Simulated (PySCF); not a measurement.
C7H9FN (doublet state).
Numbering: `[CH3:1][C@@H:2]1[CH:3]=[CH:4][C:5]([NH2:6])=[CH:7][C:8]1[F:9]` (hydrogens: H10, H11, H12 on C1; H13 on C2; H14 on C3; H15 on C4; H16, H17 on N6; H18 on C7)

Geometry (GFN2-xTB, Å), atoms numbered from 1 in this order:
```
atom  x, y, z in Å
C1    -2.3128   -0.5555   -0.7270
C2    -1.2570   -0.0046    0.2620
C3    -0.6248    1.2389   -0.2781
C4     0.6782    1.3142   -0.6360
C5     1.5700    0.2346   -0.4571
N6     2.8715    0.3053   -0.9136
C7     1.0892   -0.9398    0.1600
C8    -0.2086   -1.0318    0.5222
F9    -0.6437   -2.1469    1.1659
H10   -1.8418   -0.7809   -1.6810
H11   -3.0970    0.1803   -0.8861
H12   -2.7575   -1.4644   -0.3292
H13   -1.7916    0.2165    1.2005
H14   -1.2770    2.0879   -0.4127
H15    1.0673    2.2310   -1.0577
H16    3.5224   -0.3504   -0.5113
H17    3.2412    1.2308   -1.0609
H18    1.7631   -1.7589    0.3636
```

The hyperfine couplings belong to this conformer and change with its torsions.

Level of theory: UKS B3LYP, pcH-1 on C F H N, non-relativistic, mean-field spin-orbit, GIAO (PySCF). Geometry: GFN2-xTB; no solvent, vibrations or thermal averaging. Couplings are sensitive to structure, and on GFN2-xTB geometries they can be far from those on DFT ones. The SCF solution wasn't tested for stability. ⟨S²⟩ is 0.777 where a pure state has 0.75.

Q: What is the g tensor, term by term?

A: 
```json
{"Δg (ppm)": "relativistic mass correction", "1": "-191", "2": "-191", "3": "-191"}
{"Δg (ppm)": "gauge correction", "1": "3", "2": "51", "3": "39"}
{"Δg (ppm)": "orbital Zeeman/spin–orbit", "1": "-94", "2": "1232", "3": "1552"}
{"Δg (ppm)": "total", "1": "-282", "2": "1093", "3": "1400"}
```

So g = 2.00204, 2.00341, 2.00372 and g_iso = 2.00306; the tensor is rhombic: the two nearest values differ by 18 % of g3 − g1. Axes: g3 points within 5° of the C3–H14 bond.

Q: What are the electron Larmor frequencies g μB B/h along the three axes at 1200 mT?

A: 33.6252, 33.6483, 33.6535 GHz for g1, g2 and g3, a range of 28.3 MHz.

Q: What effective moment and Curie constant follow for a powder?

A: With the mean of g² = 4.0122 and S(S+1) = 0.75: μ_eff = √(⟨g²⟩S(S+1)) = 1.735 μB and χT = 0.12505·⟨g²⟩·S(S+1) = 0.376 cm³ K/mol (cgs; spin-Hamiltonian part alone).

Q: Average each term over the three axes. Which is largest in size?

A: The orbital-Zeeman/spin–orbit term 897, the mass correction -191 and the gauge correction 31 ppm, for a total of 737 ppm. The orbital-Zeeman/spin–orbit term is the largest in size. The mass correction is the same along every axis, so the anisotropy comes from the other two: their spans along these axes are 49 (gauge) and 1646 ppm (orbital Zeeman/spin–orbit).

Q: In a frozen sample, at which fields do the three g values resonate at 9.5, 34, 94 and 263 GHz (hyperfine left aside), and which band first spreads them over more than twice a line width of 0.3 mT?

A: 
```
band    GHz  B(g3) mT  B(g2) mT  B(g1) mT  spread mT
   X    9.5    338.75    338.80    339.03       0.28
   Q   34.0   1212.36   1212.54   1213.38       1.02
   W   94.0   3351.81   3352.32   3354.63       2.82
   J  263.0   9377.94   9379.37   9385.82       7.88
```

The spread grows in proportion to the frequency. Q band is the first where it exceeds 0.6 mT.

The Mulliken spin populations are largest on C5 (+0.44), C3 (+0.40), C8 (+0.33) and C7 (-0.18). Three atoms exceed +0.15.

The HOMO–LUMO gaps are 3.60 eV among the α and 5.36 eV among the β orbitals.

Time: 2.0 min (with the writing of density and orbital grids); peak memory 1.1 GiB. Hardware: an Arm Neoverse V1 with one thread, shared host.

The SMILES draws the unpaired electron on C8; the largest computed Mulliken spin population is on C5 (0.44 against 0.33).
